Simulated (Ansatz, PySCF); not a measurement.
Noncovalent pair: H2S (SMILES S) (first 3 atoms) with C2H6 (SMILES CC); geometry from B3LYP-D3(BJ)/def2-TZVP.
(charge 0, multiplicity 1):
```xyz
11

S      0.148     0.123    -0.199
H      0.903     0.490     0.848
H     -0.293    -0.975     0.435
C     -0.817    -0.158     3.748
C      0.709    -0.123     3.756
H     -1.216     0.121     2.771
H     -1.231     0.536     4.482
H     -1.192    -1.154     3.989
H      1.129    -0.829     3.036
H      1.109    -0.383     4.738
H      1.084     0.872     3.504
```

Basis-set superposition error: the interaction energy with monomers in their own basis, and in the dimer's basis (counterpoise).

The values were computed with Ansatz (Gaussian basis) for Hartree–Fock, density functionals and correlated methods; PySCF for 6-31G* rows, M06-2X. Values without a source in brackets are computed.

```csv
level,uncorrected (kcal/mol),counterpoise (kcal/mol),difference
revPBE/def2-TZVPPD,0.91,0.96,0.04
B3LYP/6-31G*,0.12,0.54,0.42
B3LYP/def2-TZVPPD,0.51,0.55,0.05
PBE0/def2-TZVPPD,-0.21,-0.17,0.04
BHLYP/def2-TZVPPD,0.14,0.18,0.04
M06-2X/def2-TZVPPD,-1.06,-1.00,0.06
wB97X-V/def2-TZVPPD,-1.05,-1.01,0.05
wB97M-V/def2-TZVPPD,-1.01,-0.95,0.05
B2PLYP/def2-TZVPPD,-0.23,-0.08,0.15
MP2/6-31G*,-0.46,0.17,0.63
```

The error is largest for MP2/6-31G* (0.63 kcal/mol) and smallest for BHLYP/def2-TZVPPD (0.04 kcal/mol).

Ansatz is a first-principles code.
